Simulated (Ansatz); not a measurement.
`BrBBr` + `[OH][Ge][F]` → `FB(Br)Br` + `[OH][GeH]`  (redistribution)

Gas-phase electronic energies from Ansatz, PBE0-D4/def2-TZVP geometries. CCSD(T)/CBS adds triple-zeta CCSD(T) − MP2 to the extrapolated MP2 energy (def2 sets, frozen cores). DFT in def2-TZVPP. B3LYP here is the variant with VWN-RPA as its local correlation; programs differ in this. HSE06 is defined as in plane-wave codes. For Br, Ge outer-core shells are correlated without core-valence functions, which leaves a few kJ/mol of doubt a bond. Scalar relativity is left out up to krypton. Each species was taken in one conformer, which may not be the lowest.

```json
{"level": "r2SCANh-D4", "ΔE (kJ/mol)": "17.6", "difference from CCSD(T)/CBS": "-4.7"}
{"level": "B2PLYP", "ΔE (kJ/mol)": "23.2", "difference from CCSD(T)/CBS": "0.9"}
{"level": "PBE-QIDH", "ΔE (kJ/mol)": "17.8", "difference from CCSD(T)/CBS": "-4.5"}
{"level": "PBE", "ΔE (kJ/mol)": "21.3", "difference from CCSD(T)/CBS": "-1.0"}
{"level": "PBE0", "ΔE (kJ/mol)": "17.5", "difference from CCSD(T)/CBS": "-4.8"}
{"level": "B3LYP", "ΔE (kJ/mol)": "22.4", "difference from CCSD(T)/CBS": "0.1"}
{"level": "HSE06", "ΔE (kJ/mol)": "17.2", "difference from CCSD(T)/CBS": "-5.1"}
{"level": "MP2/def2-SVP", "ΔE (kJ/mol)": "3.2", "difference from CCSD(T)/CBS": "-19.1"}
{"level": "CCSD(T)/def2-SVP", "ΔE (kJ/mol)": "-1.1", "difference from CCSD(T)/CBS": "-23.4"}
{"level": "HF/CBS(def2)", "ΔE (kJ/mol)": "16.3", "difference from CCSD(T)/CBS": "-6.0"}
{"level": "CCSD(T)/CBS", "ΔE (kJ/mol)": "22.3", "difference from CCSD(T)/CBS": "0"}
```

Largest T1 diagnostic among the species: 0.016.

At CCSD(T), def2-SVP lies −23.4 kJ/mol from the extrapolated value and def2-TZVPP −5.7 kJ/mol. From PBE to PBE0 (25 % exact exchange), in def2-TZVPP and without D4, ΔE moves by −3.8 kJ/mol.
